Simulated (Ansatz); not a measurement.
Start from `CI` and change one atom or group to get `ICI`.

Ansatz, PBE0-D4/def2-TZVP geometries, multiplicity 1. 

Elements past krypton have def2 core potentials.  Spin–orbit coupling is left out; it splits and shifts lone-pair levels of the heavy atoms by tenths of an eV.

| property | `CI` |
| --- | --- |
| ideal-gas entropy at 298 K and 1 bar (rigid rotor, harmonic PBE0-D4/def2-TZVP) / J/(mol·K) | 253 |
| LUMO energy (PBE0/def2-TZVPP) / eV | -0.76 |
| zero-point energy (PBE0-D4/def2-TZVP) / kJ/mol | 96.2 |
| HOMO energy (ωB97M-V/def2-TZVPP) / eV | -9.46 |
| HOMO energy (PBE0/def2-TZVPP) / eV | -7.30 |
| size of the dipole moment (B3LYP/def2-TZVPP) / D | 1.68 |

What does the change do to each property? (Best estimate.)

Ansatz gave: 
| property | `ICI` | shift |
| --- | --- | --- |
| ideal-gas entropy at 298 K and 1 bar (rigid rotor, harmonic PBE0-D4/def2-TZVP) / J/(mol·K) | 309 | 56 |
| LUMO energy (PBE0/def2-TZVPP) / eV | -1.84 | -1.08 |
| zero-point energy (PBE0-D4/def2-TZVP) / kJ/mol | 71.5 | -24.7 |
| HOMO energy (ωB97M-V/def2-TZVPP) / eV | -9.44 | 0.02 |
| HOMO energy (PBE0/def2-TZVPP) / eV | -7.35 | -0.05 |
| size of the dipole moment (B3LYP/def2-TZVPP) / D | 1.15 | -0.53 |

With PBE0 the HOMO falls by 0.05 eV and the LUMO falls by 1.08 eV, so the gap narrows by about 1.03 eV. PBE moves the HOMO by -0.10 eV and ωB97M-V by 0.02 eV. Dipoles are sizes alone; their direction can turn.

B3LYP here is the variant with VWN-RPA as its local correlation; programs differ in this.
